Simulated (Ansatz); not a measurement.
The cluster Na₃Sn₅⁻, relaxed as a singlet with RKS r2SCAN-D4/def2-SVPD in Ansatz, starting from the GFN2-xTB geometry. Force threshold 0.02 eV/Å.

In the def2 sets Sn takes a core potential; there is no spin–orbit coupling. The restricted singlet is unstable towards broken spin symmetry in Hartree–Fock (as tested in another run); at r2SCAN-D4/def2-SVPD this wasn't settled. The structure comes from a short search, and lower isomers may exist.

Start:

```xyz
8

Na    0.661    0.265   -2.631
Na   -1.469   -1.295   -0.939
Na    0.672   -0.043   -5.400
Sn    0.785    1.002    3.012
Sn   -1.280   -0.875    2.109
Sn    0.583    0.515    0.199
Sn   -1.401    1.872    1.642
Sn    1.450   -1.441    2.009
```

(1) Estimate the energy that the relaxation releases and the steps that it takes.

(2) Does the start keep its bonding?

(3) Predict the relaxed structure.

## Answers

(1) 133.2 kJ/mol, in 27 steps; 5.1 min on 4 threads of Arm Neoverse V1 on a shared host. No frequencies were taken in this run, so the end may be a saddle point.

(2) Bonds formed: Na1–Sn5, Na1–Sn8, Na2–Na3, Na2–Sn7 (atoms count from 1).

(3) 
```csv
atom,x (Å),y (Å),z (Å)
Na1,1.374,-1.007,-1.587
Na2,-1.609,0.535,-1.590
Na3,-0.366,-0.710,-4.789
Sn4,0.255,0.494,3.323
Sn5,-0.684,-1.311,1.012
Sn6,0.794,1.533,0.477
Sn7,-1.930,1.298,1.577
Sn8,2.167,-0.831,1.577
```
Bond lengths (bridged metal pairs left out): 9 × Sn–Sn 2.91 to 3.25 Å; 6 × Na–Sn 3.27 to 3.33 Å; 3 × Na–Na 3.36 to 3.66 Å.
